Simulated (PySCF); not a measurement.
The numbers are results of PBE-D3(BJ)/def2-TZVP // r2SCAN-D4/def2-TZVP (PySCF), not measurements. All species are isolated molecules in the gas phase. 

Reference species (SMILES): `B` (neutral, multiplicity 1).

```yaml
LUMO: -3.05 eV
HOMO: -8.47 eV
```

Changed species: `BCl` (2 of 3 Cl replaced by H; the reference has 3 of 3 Cl replaced by H).

Problem. Give the shifts of the LUMO and HOMO.

Solution. the LUMO goes up by 0.21 eV, to -2.84 eV; the HOMO rises by 1.20 eV, to -7.27 eV.
